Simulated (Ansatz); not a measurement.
One change: `O[SiH2]N[SiH2][SiH3]` becomes `CN[SiH2]O`.

Ansatz, PBE0-D4/def2-TZVP geometries, multiplicity 1. Each molecule was computed in one conformer, which needn't be the lowest.

```
                             property  `O[SiH2]N[SiH2][SiH3]`
HOMO–LUMO gap (B3LYP/def2-TZVPP) / eV                    7.13
    HOMO energy (PBE/def2-TZVPP) / eV                   -6.46
   HOMO energy (PBE0/def2-TZVPP) / eV                   -7.81
HOMO energy (ωB97M-V/def2-TZVPP) / eV                  -10.11
 HOMO–LUMO gap (PBE0/def2-TZVPP) / eV                    7.53
  HOMO energy (B3LYP/def2-TZVPP) / eV                   -7.58
```

(1) What does the change do to each property? (An estimate is asked.)

Answers

(1) The calculation gave: 
```tsv
property	`CN[SiH2]O`	shift
HOMO–LUMO gap (B3LYP/def2-TZVPP) / eV	7.05	-0.08
HOMO energy (PBE/def2-TZVPP) / eV	-5.60	0.86
HOMO energy (PBE0/def2-TZVPP) / eV	-6.98	0.83
HOMO energy (ωB97M-V/def2-TZVPP) / eV	-9.35	0.76
HOMO–LUMO gap (PBE0/def2-TZVPP) / eV	7.60	0.07
HOMO energy (B3LYP/def2-TZVPP) / eV	-6.75	0.83
```

With PBE0 the HOMO rises by 0.83 eV and the LUMO rises by 0.91 eV, so the gap widens by about 0.08 eV. PBE moves the HOMO by 0.86 eV and ωB97M-V by 0.76 eV.

B3LYP here is the variant with VWN-RPA as its local correlation; programs differ in this.
